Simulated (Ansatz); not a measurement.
Input file for Ansatz (an electronic-structure program): R-CCSD(T)/aug-cc-pV(D+d)Z on CH7NS (a complex), monomers drawn apart or pushed together. Files ending in .json are basis or fitting sets from the Basis Set Exchange.

Ansatz 0.2 input:
```yaml
crystal:
  periodic: [false, false, false]
  atoms:
    - {symbol: S, position_ang: [0.29857264, 0.13114982, -0.13144644]}
    - {symbol: H, position_ang: [0.51332135, 0.25786417, 1.20852788]}
    - {symbol: H, position_ang: [0.57665370, -1.18196172, -0.12453179]}
    - {symbol: C, position_ang: [-0.67104871, -0.36975137, 3.43227662]}
    - {symbol: N, position_ang: [0.53459669, 0.38027886, 3.07286954]}
    - {symbol: H, position_ang: [-0.55947346, -1.40347540, 3.10336452]}
    - {symbol: H, position_ang: [-1.52363534, 0.04910002, 2.89714889]}
    - {symbol: H, position_ang: [-0.90239616, -0.37361866, 4.50392199]}
    - {symbol: H, position_ang: [1.35518479, -0.00465921, 3.52484801]}
    - {symbol: H, position_ang: [0.46105322, 1.34900445, 3.35983195]}
basis:
  gaussian:
    orbitals: aug-cc-pV_D+d_Z.json
magnetization: {spin_polarized: false}
correlation: {method: ccsd_t, electrons: outside_noble_gas}
scf: {lower_state_search: off}
```

The log:

```
WARN ansatz: RAYON_NUM_THREADS=2 ignored (pool sized by the plan → 2); use --threads N
Functional definition: HF
these checks for a lower state are left out or cut short: stability, starts, cluster_reference, orbital_swaps, neighbouring_geometries, increment
integrals: 0.35 GiB planned
1364 factors; integrals over basis functions are off by at most 1.0e-3 eV
mean field: 0.48 GiB planned
mean field evaluation 1: about -13437.7601 eV, gradient 3.2e1 eV
mean field evaluation 2: about -13437.8291 eV, gradient 3.2e1 eV
mean field evaluation 4: about -13440.5048 eV, gradient 3.4e0 eV
mean field evaluation 8: about -13440.5507 eV, gradient 2.4e-1 eV
mean field -13440.55114614 eV, -493.9311442880 hartree, gradient 2.6e-6 eV, S^2 0.000000; 0 other end points of the search recorded, 0 dependent functions left out
7 core orbitals not correlated
reference -13440.55114614 eV, -493.9311442880 hartree; 11, 11 occupied and 123, 123 virtual orbitals, 1364 factors
second order -13.83242180 eV of doubles, -0.00000000 eV of singles
coupled cluster: 0.96 GiB planned
cycle   1  -14.76547922 eV  change   -9.3e-1 eV  update   7.9e-2
cycle   2  -15.15575515 eV  change   -3.9e-1 eV  update   2.4e-2
cycle   3  -15.21410669 eV  change   -5.8e-2 eV  update   9.3e-3
cycle   4  -15.21284824 eV  change    1.3e-3 eV  update   2.3e-3
cycle   5  -15.21244111 eV  change    4.1e-4 eV  update   8.6e-4
cycle   6  -15.21232525 eV  change    1.2e-4 eV  update   2.8e-4
cycle   7  -15.21222265 eV  change    1.0e-4 eV  update   1.1e-4
cycle   8  -15.21222059 eV  change    2.1e-6 eV  update   4.1e-5
cycle   9  -15.21222241 eV  change   -1.8e-6 eV  update   1.5e-5
perturbative correction -0.46612103 eV, -0.0171296318 hartree
Total energy: -13456.22948959 eV, -494.5073127824 hartree
Checks for a lower state left out: stability, starts, cluster_reference, orbital_swaps, neighbouring_geometries, increment
```

The calculation finished and met its thresholds.

Cost: very roughly 28 core-seconds.
